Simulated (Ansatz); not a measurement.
C₂H₅FSSi (`F/C(S)=C\[SiH3]`), relaxed with RKS PBE0-D4/def2-TZVP in the Gaussian-basis code of Ansatz from a PBE-D4/def2-SVP geometry. The force threshold is 0.005 eV/Å; the program also tests the step.

Charge 0, multiplicity 1.

Start:

```xyz
10

F     1.315    1.169   -0.148
C     1.050   -0.052    0.367
S     2.412   -0.751    1.256
C    -0.176   -0.600    0.246
Si   -1.609    0.308   -0.555
H     3.368   -0.109    0.525
H    -0.306   -1.619    0.640
H    -1.790    1.679    0.039
H    -1.403    0.468   -2.038
H    -2.860   -0.495   -0.332
```

(1) By how much does the energy fall, and how many steps does the optimiser take? (An estimate is asked.)

(2) Which bonds change most? (Estimate.)

(3) Give the relaxed structure. (An estimate is asked.)

Answers

(1) Computed: 4.93 kJ/mol, in 27 steps, 2 of them rejected.

(2) The calculation gave: Si5–H8 from 1.505 to 1.483 Å; C2–C4 from 1.348 to 1.327 Å; C2–S3 from 1.770 to 1.750 Å; S3–H6 from 1.363 to 1.344 Å.

(3) Ansatz gave: 
```xyz
10

F     1.242    1.280    0.231
C     1.030   -0.028    0.417
S     2.366   -0.833    1.211
C    -0.119   -0.599    0.080
Si   -1.605    0.301   -0.577
H     3.319   -0.042    0.691
H    -0.168   -1.674    0.217
H    -1.529    1.748   -0.262
H    -1.713    0.128   -2.050
H    -2.824   -0.282    0.043
```
